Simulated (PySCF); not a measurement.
C₃H₆BFN₂, SMILES CN1CN=CB1F.

Geometry: B3LYP-D3(BJ)/def2-SVP. The structure was generated by enumeration, and PubChem lists no compound with its InChIKey, so it may never have been made. Other conformers were not sampled.

Method: PBE/def2-TZVP (PySCF).

Symmetry labels are those of the subgroup Cs that the program uses (full group Cs).

Task: List the valence orbital energies around the gap with their symmetry. (Estimate from the structure and the level; the computed values follow.)

Result: 
```json
[
 {"orbital": "HOMO−7", "symmetry": "A\"", "energy (eV)": "-10.53"},
 {"orbital": "HOMO−6", "symmetry": "A\"", "energy (eV)": "-10.40"},
 {"orbital": "HOMO−5", "symmetry": "A'", "energy (eV)": "-9.81"},
 {"orbital": "HOMO−4", "symmetry": "A'", "energy (eV)": "-9.42"},
 {"orbital": "HOMO−3", "symmetry": "A'", "energy (eV)": "-8.91"},
 {"orbital": "HOMO−2", "symmetry": "A\"", "energy (eV)": "-7.62"},
 {"orbital": "HOMO−1", "symmetry": "A\"", "energy (eV)": "-6.34"},
 {"orbital": "HOMO", "symmetry": "A'", "energy (eV)": "-5.94"},
 {"orbital": "LUMO", "symmetry": "A\"", "energy (eV)": "-2.07"},
 {"orbital": "LUMO+1", "symmetry": "A'", "energy (eV)": "0.05"},
 {"orbital": "LUMO+2", "symmetry": "A'", "energy (eV)": "1.01"},
 {"orbital": "LUMO+3", "symmetry": "A'", "energy (eV)": "1.17"}
]
```
